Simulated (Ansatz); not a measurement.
Stepwise reaction of `[F][Hf]([F])([F])[F]` with hydrogen sulfide, as a gas-phase model of exchange steps in deposition or etching. ΔE in kJ/mol; ΔG adds harmonic PBE0-D4 terms to CCSD(T)/CBS, at 1 bar.

Isolated molecules relaxed with PBE0-D4/def2-TZVP in Ansatz; ΔE leaves out vibrations. CBS: MP2 limit from def2 TZ/QZ plus the TZ coupled-cluster correction, frozen cores. This one scheme is used for every species. Functionals use def2-TZVPP. B3LYP here is the variant with VWN-RPA as its local correlation; programs differ in this. Elements past krypton have def2 core potentials. For Hf outer-core shells are correlated without core-valence functions, which leaves a few kJ/mol of doubt a bond. One conformer a species, not always the lowest.

| step | reaction | PBE-D4 | B3LYP-D4 | ωB97M-V | CCSD(T)/CBS | ΔG(500 K) |
| --- | --- | --- | --- | --- | --- | --- |
| 2 | `[F][Hf]([F])([F])[SH]` + H₂S → `[F][Hf]([F])([SH])[SH]` + H–F | 84.3 | 91.3 | 90.8 | 79.9 | 91.7 |
| 3 | `[F][Hf]([F])([SH])[SH]` + H₂S → `[F][Hf]([SH])([SH])[SH]` + H–F | 82.0 | 88.9 | 90.9 | 77.4 | 88.4 |
| 4 | `[F][Hf]([SH])([SH])[SH]` + H₂S → `[SH][Hf]([SH])([SH])[SH]` + H–F | 86.9 | 94.1 | 94.6 | 80.3 | 81.9 |

**Question.** Give the row of step 1, `[F][Hf]([F])([F])[F]` + H₂S → `[F][Hf]([F])([F])[SH]` + H–F. (An estimate is asked.)

**Answer.** Computed: 
| step | reaction | PBE-D4 | B3LYP-D4 | ωB97M-V | CCSD(T)/CBS | ΔG(500 K) |
| --- | --- | --- | --- | --- | --- | --- |
| 1 | `[F][Hf]([F])([F])[F]` + H₂S → `[F][Hf]([F])([F])[SH]` + H–F | 86.5 | 93.6 | 92.1 | 82.9 | 74.7 |

**Question.** By hand: ΔE of the 4 steps together at CCSD(T)/CBS.

**Answer.** (82.9) + (79.9) + (77.4) + (80.3) = 320.5 kJ/mol, or 80.1 kJ/mol a step.

In ΔE step 3 is the lowest and step 1 the highest. All are uphill at CCSD(T)/CBS. ΔG lies between 74.7 and 91.7 kJ/mol a step. PBE-D4 differs from CCSD(T)/CBS by 3.6 to 6.6 kJ/mol a step. Isolated molecules leave out the surface, adducts and barriers. Largest T1 diagnostic: 0.017.
